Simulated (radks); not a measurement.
All-electron atom: Rh5+ in [Ar] 3d10 4s2 4p5.5 4d4 4f0.5 (fractional occupations, a model configuration).

Method: Dirac Kohn-Sham, RPBE, spin-unpolarised, spherical densities, finite nucleus; open shells fill j = l - 1/2 first; Fermi nuclear charge, rms radius 4.4945 fm; computed with a radial shooting solver on a logarithmic mesh with Libxc functionals.

Energy parts (hartree):
total: -4777.45442
kinetic: 4981.21912
electron-nucleus: -11454.00601
Hartree: 1831.81204
exchange-correlation: -136.47957

Orbitals (lengths in bohr, moments of r in powers of bohr; r(max) is where P^2 peaks; r(90%) holds 90 % of the orbital's charge):
| orbital | occ. | eigenvalue (hartree) | <r^4> | <1/r> | r(90%) | r(max) |
|---|---|---|---|---|---|---|
| 1s1/2 | 2 | -849.1253 | 5.365e-06 | 47.06 | 0.0585 | 0.02117 |
| 2s1/2 | 2 | -125.5632 | 0.0009672 | 10.79 | 0.219 | 0.1199 |
| 2p1/2 | 2 | -116.4571 | 0.0006350 | 10.77 | 0.197 | 0.09295 |
| 2p3/2 | 4 | -111.1429 | 0.0007231 | 10.17 | 0.204 | 0.09702 |
| 3s1/2 | 2 | -24.78250 | 0.04670 | 3.747 | 0.575 | 0.3514 |
| 3p1/2 | 2 | -21.22082 | 0.04698 | 3.650 | 0.577 | 0.3381 |
| 3p3/2 | 4 | -20.30461 | 0.05217 | 3.507 | 0.593 | 0.3477 |
| 3d3/2 | 4 | -14.01006 | 0.04938 | 3.335 | 0.584 | 0.2896 |
| 3d5/2 | 6 | -13.82907 | 0.05106 | 3.298 | 0.589 | 0.2924 |
| 4s1/2 | 2 | -5.72698 | 1.558 | 1.444 | 1.38 | 0.8738 |
| 4p1/2 | 2 | -4.61018 | 2.078 | 1.338 | 1.48 | 0.9139 |
| 4p3/2 | 3.5 | -4.45309 | 2.285 | 1.298 | 1.52 | 0.9365 |
| 4d3/2 | 4 | -2.70511 | 5.081 | 1.066 | 1.86 | 1.057 |
| 4d5/2 | 0 | -2.68289 | 5.226 | 1.057 | 1.87 | 1.065 |
| 4f5/2 | 0.5 | -1.14027 | 54.19 | 0.5722 | 3.42 | 1.747 |
| 4f7/2 | 0 | -1.13962 | 54.39 | 0.5713 | 3.42 | 1.750 |

The highest occupied level is 4f5/2 at -31.028 eV. The configuration is held as typed, so some empty levels lie below it. The electron density at the nucleus is 1.211e+05 e/bohr^3.
